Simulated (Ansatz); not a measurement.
Relaxation of C3H3NSi (8 atoms, charge 0, multiplicity 1), to a largest force component of 0.02 eV/Å in at most 50 steps.

These are results of RKS r2SCAN/def2-SVP (Ansatz), not measurements.

```xyz
8
Properties=species:S:1:pos:R:3
C 0.680 0.121 2.245
C 0.436 -0.061 1.068
Si 0.107 -0.409 -0.768
C -1.157 0.655 -1.493
N -2.076 1.286 -1.969
H 0.801 0.382 3.265
H 1.441 -0.191 -1.489
H -0.141 -1.840 -0.916
```

Where does it end, and by what steps?

The run converged. After 4 steps the energy has fallen by 0.337 eV; N5 moved furthest, 0.13 Å.

```
step  energy less start (eV)  largest force component (eV/Å)  accepted
   0                  0.0000                           4.582       yes
   1                 -0.2983                           0.833       yes
   2                 -0.3277                           0.191       yes
   3                 -0.3370                           0.027       yes
   4                 -0.3371                           0.016       yes
```

```xyz
8
Properties=species:S:1:pos:R:3
C 0.611 0.179 2.196
C 0.446 -0.071 1.013
Si 0.210 -0.454 -0.752
C -1.153 0.620 -1.421
N -2.005 1.286 -1.854
H 0.754 0.401 3.239
H 1.436 -0.151 -1.534
H -0.207 -1.867 -0.942
```

Whether the end is a true minimum wasn't checked by a vibrational analysis.

Run time: 8.1 s on 2 threads of Intel(R) Xeon(R) Platinum 8488C (Sapphire Rapids), with other jobs on the host, peak memory 0.16 GiB.
